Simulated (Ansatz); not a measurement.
Gas-phase electronic energies from Ansatz, PBE0-D4/def2-TZVP geometries. CCSD(T)/CBS adds triple-zeta CCSD(T) − MP2 to the extrapolated MP2 energy (def2 sets, frozen cores). For Br, Ga outer-core shells are correlated without core-valence functions, which leaves a few kJ/mol of doubt a bond. Scalar relativity is left out up to krypton. Each species was taken in one conformer, which may not be the lowest.

`C=NB(F)[SiH3]` + `C[O][Ga]([OH])[Br]` → `C=NBF` + `C[O][Ga]([Br])[O][SiH3]`  (redistribution)

```csv
species,MP2/CBS(def2) energy (Eh)
`C=NB(F)[SiH3]`,-509.39405
`C[O][Ga]([OH])[Br]`,-4688.11721
`C=NBF`,-219.14616
`C[O][Ga]([Br])[O][SiH3]`,-4978.41119
```

Problem. Work out ΔE.

Solution. ΔE = (-219.14616) + (-4978.41119) − (-509.39405) − (-4688.11721) = -0.04609 Eh = -121.0 kJ/mol. CCSD(T)/CBS gives -114.6 kJ/mol.

Largest T1 diagnostic among the species: 0.015.

From PBE to PBE0 (25 % exact exchange), in def2-TZVPP and without D4, ΔE moves by −11.8 kJ/mol. In def2-TZVPP, CCSD(T) changes the Hartree–Fock value by +29.2 kJ/mol (the triples alone add +4.3 kJ/mol) and MP2 by +22.8 kJ/mol.
